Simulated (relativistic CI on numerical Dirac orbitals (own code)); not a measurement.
# The 27-electron sequence from Co to Pd¹⁹⁺

Calculated at this level of theory: Dirac-Coulomb-Breit CI, separate exchange-only KLI orbitals for each configuration, a model potential for QED, unscaled Slater integrals (own radial code, finite nucleus).

Configurations in the expansion (outside the closed core [Ne]): 3s2 3p6 3d9, 3s2 3p6 3d7 4s2, 3s2 3p5 3d10, 3s 3p6 3d10, 3s2 3p6 3d8 4s, 3s2 3p6 3d8 4p, 3s2 3p6 3d8 4d. Levels of other configurations are missing.

Energies above each ion's lowest level, in eV. Levels are followed by their leading LS label, which can pass from one level to another where the coupling changes.

```tsv
Ion	3s2 3p6 3d8 4s 4F_9/2	3s2 3p6 3d8 4s 4F_7/2	3s2 3p6 3d8 4s 4F_5/2	3s2 3p6 3d8 4s 4F_3/2	3s2 3p6 3d8 4s 2F_7/2
Co	1.7477	1.8305	1.8961	1.9425	2.5582
Ni⁺	0	0.11627	0.20989	0.27585	0.90421
Cu²⁺	5.9158	6.0728	6.202	6.2924	6.9058
Zn³⁺	14.525	14.729	14.902	15.022	15.606
Ga⁴⁺	24.744	25.003	25.23	25.383	25.927
Ge⁵⁺	36.459	36.78	37.072	37.265	37.756
As⁶⁺	49.604	49.993	50.363	50.601	51.028
Se⁷⁺	64.133	64.596	65.061	65.347	65.701
Br⁸⁺	80.014	80.556	81.135	81.474	81.746
Kr⁹⁺	97.225	97.848	98.564	98.956	99.141
Rb¹⁰⁺	115.74	116.45	117.33	117.77	117.87
Sr¹¹⁺	135.56	136.35	137.42	137.91	137.93
Zr¹³⁺	179	179.96	181.51	182.06	181.96
Nb¹⁴⁺	202.61	203.65	205.49	206.05	205.92
Mo¹⁵⁺	227.46	228.58	230.74	231.28	231.17
Tc¹⁶⁺	253.54	254.73	257.25	257.73	257.69
Ru¹⁷⁺	280.84	282.11	285	285.4	285.49
Rh¹⁸⁺	309.34	314.55	313.96	314.27	310.69
Pd¹⁹⁺	339.05	344.87	344.07	344.31	340.46
```

In the calculation the lowest level changes from 3s2 3p6 3d7 4s2 4F_9/2 to 3s2 3p6 3d8 4s 4F_9/2 at Ni⁺; from 3s2 3p6 3d8 4s 4F_9/2 to 3s2 3p6 3d9 2D_5/2 at Cu²⁺.

Between Z = 43 and 46 the energy of 3s2 3p6 3d8 4s 4F_9/2 follows a local power law Z^4.3. For orientation: electrostatic splittings inside a shell grow about linearly with the screened charge, excitations that change n as its square, and fine structure as its fourth power; written in Z itself the exponents are larger, since the screened charge grows faster in proportion.

For Ni⁺ NIST ASD gives another ground level, 3p6 3d9 2D5/2.

The members near neutrality are the least accurate: they can be off by several eV, miss lower levels of configurations outside the list, or start from a wrong lowest level.
